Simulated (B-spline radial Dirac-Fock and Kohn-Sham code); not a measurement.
## Kohn-Sham estimates against Dirac-Fock for the levels of Ni

System: atomic nickel in the configuration 1s2 2s2 2p6 3s2 3p6 3d7 4s2 4p1 (not the ground configuration).

The density-functional columns are spherical, spin-unpolarised Dirac-Kohn-Sham results without Breit or QED terms: −ε is minus the orbital energy of the initial state and ΔSCF the difference of two total energies. The reference in the last column comes from relaxed Dirac-Fock hole states (ΔSCF) with Breit and QED corrections and a finite nucleus. All numbers are from a radial finite-basis atomic code, in eV; a selection of levels is shown. The Kohn-Sham columns are given as differences from the reference. For the 1s level of heavy atoms much of the gap between ΔSCF and the reference is the Breit and QED part, -14.5 eV here; for other levels the error of the functional can be larger.

```
     level  LDA −ε − DF  LDA ΔSCF − DF  Dirac-Fock
    K (1s)       -154.1          +13.6      8355.7
   L1 (2s)        -49.4          -23.8      1038.1
L2 (2p1/2)        -32.4           -1.0       897.1
L3 (2p3/2)        -32.8           -2.0       880.1
   M1 (3s)        -19.7          -10.8       138.4
M2 (3p1/2)        -12.6           -3.8       93.42
M3 (3p3/2)        -12.6           -4.0       91.20
 M4,5 (3d)         -5.4           +2.5       21.83
   N1 (4s)         -1.9           +2.0       10.15
 N2,3 (4p)         -2.5           +0.4        5.30
```

Values without a named source are computed, but for edge energies of neutral atoms, which are taken from tables.
